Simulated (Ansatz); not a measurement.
Two structures of ZnH₂Cl₂, singlet, reached by relaxing down either side of one saddle point (PBE0-D4/def2-TZVP). Energies are electronic, without zero-point energy. Computed with Ansatz 0.2.0 (basis: def2-TZVPP and def2-QZVPP); correlated methods freeze the cores. The 3s and 3p shells of Cu and Zn are frozen; filled d shells are correlated. Extrapolation: Hartree–Fock as exp(−7.88 √X), correlation as X^−2.97. First:

Zn1  (-0.326, -0.576, -0.801)
Cl2  (0.357, -2.336, 0.092)
Cl3  (-1.055, 1.104, -1.806)
H4  (0.639, 0.595, 1.428)
H5  (0.385, 1.213, 1.087)
(Å)

Second:

```json
{"atom": "Zn1", "x (Å)": "-0.3216", "y (Å)": "1.0345", "z (Å)": "-0.3660"}
{"atom": "Cl2", "x (Å)": "0.3644", "y (Å)": "-1.7300", "z (Å)": "0.2673"}
{"atom": "Cl3", "x (Å)": "-1.1955", "y (Å)": "0.5543", "z (Å)": "-2.2313"}
{"atom": "H4", "x (Å)": "0.9002", "y (Å)": "-1.4688", "z (Å)": "1.4021"}
{"atom": "H5", "x (Å)": "0.2525", "y (Å)": "1.6098", "z (Å)": "0.9280"}
```

Task: Which bonds change from the first to the second?

Result: ZnCl₂ + H₂ → ZnHCl ([Cl][ZnH]) + HCl; bonds formed: Zn1–H5, Cl2–H4; bonds broken: Zn1–Cl2, H4–H5.

Task: Give the saddle point's structure and its height above each. (Judge from chemistry; the value comes from the calculation.)

Result: By the calculation: 1.643 eV above the first and 0.621 eV above the second (CCSD(T) at an estimated basis limit (MP2 extrapolated from triple and quadruple zeta, plus CCSD(T) − MP2 in triple zeta)).
Zn1  (-0.259, 0.402, -0.408)
Cl2  (0.483, -1.756, 0.497)
Cl3  (-1.226, 0.899, -2.202)
H4  (0.573, -0.326, 1.054)
H5  (0.429, 0.781, 1.059)
(Å)

T1 diagnostic: at most 0.014.

Labels in which every atom is bracketed show which atoms are joined, not bond orders.

For scale, one of the runs: CCSD(T)/def2-TZVPP, 176 basis functions (an equivalent command: `ansatz run in.yaml --threads 4`). Time: 44 s of wall clock on 4 CPU threads; the host was shared. Peak host memory: 1.5 GiB.
